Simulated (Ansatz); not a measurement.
Computed with Ansatz on PBE0-D4/def2-TZVP structures; ΔE is electronic, products minus reactants. CCSD(T)/CBS adds triple-zeta CCSD(T) − MP2 to the extrapolated MP2 energy (def2 sets, frozen cores). This one scheme is used for every species. Functionals use def2-TZVPP. B3LYP here is the variant with VWN-RPA as its local correlation; programs differ in this. Each species was taken in one conformer, which may not be the lowest.

Reaction (formal exchange of groups at the Si–C bond): `OC[SiH](F)CF` + CH₄ → `C[SiH](F)CO` + `CF`

```
             level  ΔE (kcal/mol)  difference from CCSD(T)/CBS
           PBE0-D4           -4.2                          0.2
          B3LYP-D4           -3.4                          1.0
           ωB97M-V           -3.8                          0.6
            B2PLYP           -4.1                          0.3
               PBE           -3.6                          0.8
     HF/def2-TZVPP           -5.2                         -0.8
SCS-MP2/def2-TZVPP           -4.6                         -0.2
   CCSD/def2-TZVPP           -4.6                         -0.2
CCSD(T)/def2-TZVPP           -4.4                          0.0
    CCSD/CBS(def2)           -4.6                         -0.2
       CCSD(T)/CBS           -4.4                            0
```

Largest T1 diagnostic among the species: 0.011.

From PBE to PBE0 (25 % exact exchange), in def2-TZVPP and without D4, ΔE moves by −0.8 kcal/mol.
